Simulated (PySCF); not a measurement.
**Worked example: entropy of an ideal gas**

B(CCH)2(H) (C₄H₃B), SMILES C#CBC#C.

Geometry: B3LYP-D3(BJ)/def2-SVP.

B3LYP-D3(BJ)/def2-SVP (PySCF 2.14.0) gives the harmonic wavenumbers 125, 271, 286, 319, 520, 674, 676, 796, 797, 835, 849, 946, 1206, 2152, 2158, 2602, 3458, 3458 cm⁻¹ and the rotational temperatures 1.2416, 0.1197, 0.1092 K. The molar mass is 61.88 g/mol, the symmetry number 2, the spin multiplicity 1.

**Question.** Work out the entropy at 298.15 K and 1 atm in the rigid-rotor, harmonic-oscillator model.

**Answer.** 
Translation (Sackur–Tetrode at 1 atm): S = R[1.5 ln M + 2.5 ln T − 1.16487] = 160.2 J/(mol K).
Rotation: q = (√π/σ) T^1.5/√(θA θB θC) = 35800, S = R[ln q + 3/2] = 99.7 J/(mol K).
Vibration: with u = 1.4388 ν/T, each mode gives R[u/(e^u − 1) − ln(1 − e^−u)]:
| ν (cm⁻¹) | modes | u | S (J/(mol K)) |
|---|---|---|---|
| 125 | 1 | 0.60 | 12.64 |
| 271 | 1 | 1.31 | 6.65 |
| 286 | 1 | 1.38 | 6.27 |
| 319 | 1 | 1.54 | 5.50 |
| 520 | 1 | 2.51 | 2.55 |
| 674 | 1 | 3.25 | 1.42 |
| 676 | 1 | 3.26 | 1.41 |
| 796 | 1 | 3.84 | 0.88 |
| 797 | 1 | 3.85 | 0.88 |
| 835 | 1 | 4.03 | 0.76 |
| 849 | 1 | 4.10 | 0.72 |
| 946 | 1 | 4.57 | 0.49 |
| 1206 | 1 | 5.82 | 0.17 |
The stiffer modes add less than 0.005 each. Sum 40.3 J/(mol K).
Spin: R ln 1 = 0.0 J/(mol K).
Total 300.2 J/(mol K); the program's own thermochemistry gives 300.2. Translation makes up 53 % and vibration 13 %. Anharmonicity, hindered rotation and orbital degeneracy are left out.
